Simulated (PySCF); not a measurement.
## Correlation energy of Ni⁺ (nickel, charge +1)

[Ar] 3d8 4s1, high-spin 4F determinant (an excited configuration). Computed with PySCF 2.14 in x2c-TZVPPall, with the spin-free X2C one-electron Hamiltonian (Gaussian nucleus). Frozen: [Ar]; 9 electrons correlated.

```csv
level,correlation energy (mhartree)
CCSD,-265.67
(T),-6.54
CCSD(T),-272.21
```

Diagnostics: T1 = 0.011, D1 = 0.0292, largest double amplitude 0.020.

Task: Is a single reference adequate?

Result: Yes: T1 lies below 0.03 and no double amplitude reaches 0.07.
